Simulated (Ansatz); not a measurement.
Z-matrix (Å, degrees):
```
C
B 1 1.560
H 1 1.097 2 109.1
H 1 1.092 2 117.0 3 -123.1
H 1 1.097 2 109.2 3 113.6
C 2 1.543 1 124.9 3 123.0
H 2 1.202 1 117.6 3 -57.0
C 6 1.340 2 122.1 1 0.1
H 6 1.089 2 120.4 1 -179.9
S 8 1.749 6 123.3 2 180.0
H 8 1.086 6 122.1 2 -0.0
B 10 1.763 8 104.3 6 -180.0
H 12 1.191 10 116.3 8 -180.0
H 12 1.192 10 120.4 8 -0.0
```

The species carries charge 0 and has multiplicity 1.

Task: List the PBE/def2-TZVPP orbital energies in eV (Ansatz 0.2.0). (An estimate is asked.)

Result: Computed: Occupied: -2396.61, -270.45, -268.89, -268.27, -209.56, -177.61, -176.73, -155.69, -155.57, -155.54, -20.66, -18.14, -17.10, -14.31, -12.97, -11.60, -10.94, -10.27, -9.72, -9.48, -8.82, -8.80, -7.94, -7.70, -7.47, -6.62. Lowest empty: -3.13, -2.11, -0.12, 0.16, 0.42, 0.99, 1.25, 1.37.
